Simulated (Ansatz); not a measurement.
`N=CC(O)=C[SiH3]` → `C=C(O)C=N` + `[SiH2]`  (silylene formation by 1,1-elimination)

Program: Ansatz. Geometries: PBE0-D4/def2-TZVP. ΔE: electronic, gas phase. CBS: MP2 limit from def2 TZ/QZ plus the TZ coupled-cluster correction, frozen cores. This one scheme is used for every species. Functionals use def2-TZVPP. One conformer a species, not always the lowest.

| species | BHLYP-D4 energy (Eh) |
| --- | --- |
| `N=CC(O)=C[SiH3]` | -537.93174 |
| `C=C(O)C=N` | -247.23299 |
| `[SiH2]` | -290.61665 |

Task: Work out ΔE.

Result: ΔE = (-247.23299) + (-290.61665) − (-537.93174) = 0.08210 Eh = +215.6 kJ/mol. CCSD(T)/CBS gives +212.7 kJ/mol.

Task: What do rigid-rotor, harmonic-oscillator terms from PBE0-D4/def2-TZVP frequencies (298.15 K, 1 bar) make of the CCSD(T)/CBS value? (Best estimate.)

Result: Ansatz gave: ΔZPE = -6.8 kJ/mol, ΔH = +208.2 kJ/mol, ΔS = 139 J/(mol·K), ΔG = +166.8 kJ/mol.

Largest T1 diagnostic among the species: 0.014.

From BLYP to BHLYP (50 % exact exchange), in def2-TZVPP and without D4, ΔE moves by +21.9 kJ/mol. In def2-TZVPP, CCSD(T) changes the Hartree–Fock value by +15.5 kJ/mol (the triples alone add +5.3 kJ/mol) and MP2 by +35.0 kJ/mol. The D4 term adds +13.5 kJ/mol with B3LYP and +7.5 kJ/mol with PBE0; it sums over pairs of atoms, weighted by their polarisabilities, and B3LYP, whose exchange is more repulsive, gets the larger term.

B3LYP here is the variant with VWN-RPA as its local correlation; programs differ in this.
